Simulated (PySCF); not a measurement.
## Cost of excited-state runs on SMILES CCCS(=O)(=O)Cl, C3H7ClO2S

Geometry:
```csv
atom,x (Å),y (Å),z (Å)
C1,1.521,0.661,0.431
C2,0.717,0.103,-0.737
C3,-0.270,-0.951,-0.295
S4,-1.689,-0.170,0.502
O5,-2.660,-1.163,0.829
O6,-1.316,0.773,1.504
Cl7,-2.467,0.908,-1.050
H8,2.110,-0.125,0.899
H9,0.859,1.091,1.176
H10,2.200,1.434,0.082
H11,0.169,0.909,-1.229
H12,1.398,-0.331,-1.474
H13,0.134,-1.627,0.454
H14,-0.707,-1.512,-1.115
```

PySCF with density fitting, on 1 thread of an Arm Neoverse V1, shared host. Command: `OMP_NUM_THREADS=1 python excited_run.py task.json out`

(1) How long does this run take, and how much memory?
- vibronic structure, B3LYP/def2-SVP; Tamm-Dancoff

Results:

(1) 
| run | level | basis functions | wall time | peak memory (GiB) |
| --- | --- | --- | --- | --- |
| vibronic structure | B3LYP/def2-SVP | 141 | 27 s | 0.84 |

Times from a shared host are rough.
